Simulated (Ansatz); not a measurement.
`C[SiH](F)N=C=O` + PH₃ → `C[SiH](F)P` + `N=C=O` at 400 K and 1 bar (ligand exchange at the Si–N bond).

Calculated with Ansatz (gas phase, PBE0-D4/def2-TZVP geometries, no zero-point term in ΔE). CCSD(T)/CBS adds triple-zeta CCSD(T) − MP2 to the extrapolated MP2 energy (def2 sets, frozen cores). This one scheme is used for every species. Each species was taken in one conformer, which may not be the lowest.

```json
{"species": "`C[SiH](F)N=C=O`", "CCSD(T)/CBS energy (Eh)": "-597.38266", "H − E (kJ/mol)": "199.1", "S (J/(mol·K))": "406.6"}
{"species": "PH₃", "CCSD(T)/CBS energy (Eh)": "-342.72256", "H − E (kJ/mol)": "77.1", "S (J/(mol·K))": "221.7"}
{"species": "`C[SiH](F)P`", "CCSD(T)/CBS energy (Eh)": "-771.55123", "H − E (kJ/mol)": "206.1", "S (J/(mol·K))": "373.2"}
{"species": "`N=C=O`", "CCSD(T)/CBS energy (Eh)": "-168.51995", "H − E (kJ/mol)": "72.4", "S (J/(mol·K))": "252.4"}
```

H − E and S are ideal-gas, rigid-rotor, harmonic terms from PBE0-D4/def2-TZVP, for one conformer and one mirror image of each species. 1 Eh = 2625.50 kJ/mol, R = 8.31446 J/(mol·K).

**Question.** By hand: ΔE, ΔH, ΔS and ΔG.

**Answer.** ΔE = (-771.55123) + (-168.51995) − (-597.38266) − (-342.72256) = 0.03404 Eh = 89.4 kJ/mol. Δ(H − E) = 206.1 + 72.4 − 199.1 − 77.1 = 2.3, so ΔH = 91.7 kJ/mol. ΔS = 373.2 + 252.4 − 406.6 − 221.7 = -2.7 J/(mol·K). ΔG = 91.7 − 400 × (-2.7)/1000 = 92.8 kJ/mol.

**Question.** By hand: the equilibrium constant, and the temperature at which ΔG would vanish if ΔH and ΔS stayed fixed.

**Answer.** log₁₀ K = −ΔG/(RT ln 10) = -12.1. ΔH and −TΔS have one sign here, so there is no such temperature. One of them is within its doubt of zero, so this could turn.

The number of gas molecules stays the same, so ΔS is small and ΔH decides. A doubt of 5 kJ/mol in ΔE shifts log₁₀ K by 0.7 here. Other conformers and mirror images would add mixing entropy, several J/(mol·K) or more a flexible species. Modes under 60 cm⁻¹, often nearly free rotors, make the harmonic entropy too high. These are equilibria of isolated gas molecules and say nothing of rates. Largest T1 diagnostic: 0.018 (customary marks: 0.02 for closed shells, 0.045 for open ones).
